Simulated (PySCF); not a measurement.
An equivalent PySCF input for Mn (manganese, neutral), [Ar] 3d5 4s2, high-spin 6S determinant, with the non-relativistic Hamiltonian (point nucleus):

```python
from pyscf import gto, scf, dft, mp, cc
import basis_set_exchange as bse
mol = gto.M(atom="Mn 0 0 0", charge=0, spin=5, symmetry="D2h",
            basis=gto.basis.parse(bse.get_basis("aug-cc-pVDZ", elements=["Mn"], fmt="nwchem", header=False)))
mf = dft.UKS(mol, xc="TPSS")
mf.irrep_nelec = {'Ag': (6, 4), 'B1g': (1, 0), 'B2g': (1, 0), 'B3g': (1, 0), 'B1u': (2, 2), 'B2u': (2, 2), 'B3u': (2, 2)}
mf.kernel()
```

It reaches the same state as the run whose output follows, with an energy that differs only through the grid. The run itself started from symmetry-adapted Hartree-Fock orbitals and held the occupation by maximum overlap, on a logarithmic radial grid, so the iterations belong to that start.

```
SCF conv_tol = 1e-09
number electrons alpha = 15  beta = 10
XC functionals = TPSS
    J. Tao, J. P. Perdew, V. N. Staroverov, and G. E. Scuseria.,  Phys. Rev. Lett. 91, 146401 (2003)
    J. P. Perdew, J. Tao, V. N. Staroverov, and G. E. Scuseria.,  J. Chem. Phys. 120, 6898 (2004)
    J. Tao, J. P. Perdew, V. N. Staroverov, and G. E. Scuseria.,  Phys. Rev. Lett. 91, 146401 (2003)
    J. P. Perdew, J. Tao, V. N. Staroverov, and G. E. Scuseria.,  J. Chem. Phys. 120, 6898 (2004)
cycle= 1 E= -1151.00795407691  delta_E= -0.00731  |g|= 0.0974  |ddm|= 0.457
cycle= 2 E= -1151.00506461689  delta_E= 0.00289  |g|= 0.131  |ddm|= 0.76
cycle= 3 E= -1151.0110542252  delta_E= -0.00599  |g|= 0.0023  |ddm|= 0.434
cycle= 4 E= -1151.01105621042  delta_E= -1.99e-06  |g|= 0.00011  |ddm|= 0.00838
cycle= 5 E= -1151.01105621735  delta_E= -6.94e-09  |g|= 2.95e-06  |ddm|= 0.000325
cycle= 6 E= -1151.01105621737  delta_E= -1.39e-11  |g|= 2.77e-07  |ddm|= 4.63e-05
converged SCF energy = -1151.01105621737  <S^2> = 8.7629719  2S+1 = 6.0043224
```
